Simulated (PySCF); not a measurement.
C2H6Mg.

```xyz
9

Mg     0.0000     0.0000     0.0000
C      0.0000     0.0000    -2.0987
H      0.8144     0.6074    -2.5116
H     -0.9333     0.4016    -2.5116
H      0.1189    -1.0090    -2.5116
C      0.0000     0.0000     2.0987
H      0.8144    -0.6074     2.5116
H     -0.9333    -0.4016     2.5116
H      0.1189     1.0090     2.5116
```

Coordinates come from a TPSSh-D3(BJ)/def2-TZVP optimisation. The isomer is the one that the SMILES or the coordinates give; other isomers of the formula were not compared.

These are KT2/pcSseg-2 run with PySCF values and carry that method's errors. Non-relativistic, no solvent.

Computed absolute GIAO shielding of each atom: isotropic value and principal components (ppm):
| atom | σ(iso) | σ11 | σ22 | σ33 | span |
|---|---|---|---|---|---|
| Mg1 | 402.6 | 249.3 | 249.3 | 709.1 | 459.8 |
| C2 | 202.2 | 200.7 | 203.0 | 203.0 | 2.3 |
| H3 | 32.4 | 28.4 | 29.2 | 39.5 | 11.1 |
| H4 | 32.4 | 28.4 | 29.2 | 39.5 | 11.1 |
| H5 | 32.4 | 28.4 | 29.2 | 39.5 | 11.1 |
| C6 | 202.2 | 200.7 | 203.0 | 203.0 | 2.3 |
| H7 | 32.4 | 28.4 | 29.2 | 39.5 | 11.1 |
| H8 | 32.4 | 28.4 | 29.2 | 39.5 | 11.1 |
| H9 | 32.4 | 28.4 | 29.2 | 39.5 | 11.1 |
